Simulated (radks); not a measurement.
The numbers below are computed, except where a source is named.
The nuclear charge of the lutetium ion Lu2+ is varied continuously with 69 electrons held in [Xe] 4f14 6s1. Code: a radial shooting solver on a logarithmic mesh with Libxc functionals. Model: Dirac Kohn-Sham, PBE, spin-unpolarised, spherical densities, point nucleus. By the Hellmann-Feynman theorem dE/dZ = E(electron-nucleus)/Z, the electronic potential at the nucleus.

Z     E (hartree)  E(electron-nucleus)/Z (hartree)   HOMO  e(HOMO) (eV)  <r> HOMO (bohr)
70.5  -14326.6737                         -504.650  6s1/2       -13.225            3.275
71    -14580.3706                         -510.139  6s1/2       -17.577            3.061
71.5  -14836.8146                         -515.639  6s1/2       -22.288            2.884
72    -15096.0126                         -521.155  6s1/2       -27.333            2.736

The central difference of E at Z = 71 is -510.141 hartree, to compare with the third column; the second derivative is -11 hartree.
